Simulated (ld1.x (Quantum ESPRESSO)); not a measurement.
## chromium: from the effect back to the setting (RRKJ)

Base potential:

chromium (Cr), norm-conserving RRKJ (Kleinman–Bylander form), made with ld1.x (Quantum ESPRESSO) 7.5 (PBEsol, scalar-relativistic). Core [Ne], reference 3s2 3p6 3d4 4s2 4p0. Waves: 3p (bound): rc 1.00 bohr; 3d (bound): rc 0.95 bohr; 3s (bound): rc 1.20 bohr. Local part: the s channel. Core correction: none. rho0 = 0.01.

Occupied shells without a wave of their own: 4s. They enter only through the test configuration that unscreens the potential.

Cutoffs, loose and tight: the cutoffs (Ry, on a coarse ladder) from which the occupation-weighted sum of valence levels, in a spherical-Bessel basis at the reference potential, stays within 10 and 1 mRy of its value at 400 Ry. They do not see the model core or the augmentation charge, which bear on the density cutoff. Test errors are all-electron minus pseudo excitation energies from the reference, over the configurations 3s2 3p6 3d5 4s1 4p0; 3s2 3p6 3d5 4s0 4p0; 3s2 3p6 3d4 4s0 4p0; 3s2 3p5 3d5 4s1 4p0; 3s2 3p6 3d4 4s1 4p0; 3s2 3p6 3d6 4s0 4p0; 3s2 3p6 3d4 4s1 4p1; variants that change the core or the reference have their own tests.

Only the s radius is moved:

| s radius (bohr) | cutoff, loose | cutoff, tight | bound ghosts | largest test error (meV) | median size of the test errors |
| --- | --- | --- | --- | --- | --- |
| 0.88 | 180 Ry | 300 Ry | none | -144 | 47.8 meV |
| 1.02 | 160 Ry | 230 Ry | none | -319 | 106.5 meV |
| 1.16 | 160 Ry | 230 Ry | none | -717 | 267.1 meV |
| 1.42 | 160 Ry | 230 Ry | none | -2240 | 869.0 meV |
| 1.78 | 160 Ry | 230 Ry | none | -5243 | 2057.5 meV |

**Question.** One more run gave cutoff, loose: 160 Ry; cutoff, tight: 230 Ry; bound ghosts: none; largest test error (meV): -3831; median size of the test errors: 1492.2 meV. Which value of the s radius was used?

**Answer.** 1.62 bohr. The median size of the test errors moves one way along this sweep, from 47.8 meV at 0.88 to 2057.5 meV at 1.78 bohr, which places the run between 1.42 and 1.78 bohr.
